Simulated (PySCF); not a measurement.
CH₄MgOSe, SMILES C[O][Mg][SeH]. Heavy atoms are numbered as in [Mg:1]([O:2][CH3:3])[SeH:7]. Hydrogens are named by the atom that carries them.

Coordinates come from a B3LYP-D3(BJ)/def2-SVP optimisation. The structure was generated by enumeration; whether it is a known compound was not checked. The values are those of a single conformer.

All values below come from PySCF with B3LYP/pcSseg-1.

GIAO shieldings, no solvent; atoms alike by connectivity are averaged. δ = σ(ref) − σ: ¹⁷O against H2O (σ = 333.8 ppm); ¹³C against TMS (σ = 181.3 ppm); ¹H against TMS (σ = 31.68 ppm); ⁷⁷Se against Me2Se (σ = 1647.9 ppm), references at their B3LYP-D3(BJ)/def2-TZVP geometries, non-relativistic.

Question: Estimate the chemical shifts. (Estimate from the structure and the level; the computed values follow.)

Answer: 
```json
[
 {"nucleus": "¹⁷O", "atoms": "O2", "count": "1", "δ (ppm)": "-22.3"},
 {"nucleus": "¹³C", "atoms": "C3 (CH3)", "count": "1", "δ (ppm)": "60.1"},
 {"nucleus": "¹H", "atoms": "H on C3", "count": "3", "δ (ppm)": "4.42"},
 {"nucleus": "¹H", "atoms": "H on Se7", "count": "1", "δ (ppm)": "-1.42"},
 {"nucleus": "⁷⁷Se", "atoms": "Se7 (SeH)", "count": "1", "δ (ppm)": "-841.5"}
]
```
